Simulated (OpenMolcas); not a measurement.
## Levels of V³⁺ by method

```yaml
Program: OpenMolcas 26.06
Basis: ANO-RCC-VTZP [6s5p3d2f1g]
Scalar_Hamiltonian: DKH2, point nucleus
Active_space: 8 electrons in 8 orbitals (RAS1 3p, at most 2 holes; RAS2 3d)
State_averaging: 2S+1 = 3 even, 10 roots; 2S+1 = 1 even, 15 roots
Spin-orbit_coupling: RASSI with atomic mean-field integrals over the reference wave functions, term energies averaged over their components
```

Methods on the same reference wave functions:
A. RASSCF
B. SS-RASPT2, IPEA 0.25 Eh, imaginary shift 0.1 Eh (closed shells correlated: 3s)

Energies in eV above 3d2 3F2, the measured ground level; measured values from Sugar and Corliss, J. Phys. Chem. Ref. Data 7, 1191 (1978).

```
  Level       A       B  Measured
3d2 3F2  0.0000  0.0000    0.0000
3d2 3F3  0.0434  0.0436    0.0403
3d2 3F4  0.0993  0.0995    0.0911
3d2 1D2  1.5789   1.355    1.3588
3d2 3P0  1.9382   1.683          
3d2 3P1  1.9532   1.698    1.6415
3d2 3P2  1.9849   1.730    1.6686
3d2 1G4  2.7593   2.313    2.2802
3d2 1S0  5.7178   5.241    5.2646
```

Deviations, from unrounded energies. A percentage is the sum of absolute deviations over the sum of measured energies, with the sign that they share, or ± where signs differ.

```tsv
Against measurement	Levels	A	B
mean absolute deviation (cm-1)	7	2100	220
fine structure of the ground term (%)	2	+8.6	+8.8
other terms of the ground configuration (%)	5	+14.6	±1.5
```

B lies closest to measurement on these levels. The largest miss of B in the table is 3d2 3P2, by +500 cm-1. The ranking rests on the paired levels alone, and a cruder setting can come out closer through cancelling errors.

From A to B the spin-free energies of the other terms of 3d2 shown, above 3F, scale by factors of 0.83 to 0.92, as is usual when dynamic correlation screens the repulsion within a d or f shell.

The lowest spin-free term lies below A's lowest term by 0.217 hartree in B.

Term energies are means over components that CASPT2 splits; among the terms shown or strongly mixed into the levels shown the widest spread is 470 cm-1 (3d2 1G, B). Active for correlation alone: 3p; no level in the range computed is led by a configuration that opens it, so any true level of that kind is missing. Without dynamic correlation excited terms often stand tens of per cent too high (terms of higher spin than the ground term too low), and those without a measured partner can miss by more than the paired ones (holds for A). Measured partners are found by configuration, term and J. A level has none where our copy of the source lacks it or the pairing is in doubt (some pairs that miss far off the trend of their configuration count as doubtful), and it then counts in no deviation. Levels of configurations outside the active space are missing.
